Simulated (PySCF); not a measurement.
A structure optimised at PBE-D3(BJ)/def2-SVP, used in a PySCF frequency run:

```
Mo
O 1 1.6910
O 1 1.6925 2 109.42
Cl 1 2.2789 2 110.75 3 -121.27
S 1 2.3382 2 106.09 3 117.05
H 5 1.3670 1 92.84 2 -153.31
```
Charge 0, spin multiplicity 1.

Problem. Write its SMILES and formula.

Solution. [O]=[Mo](=[O])([SH])[Cl], ClHMoO2S

Problem. What are its rotational constants (standard atomic weights)?

Solution. 2.6440, 1.6116, 1.3331 GHz
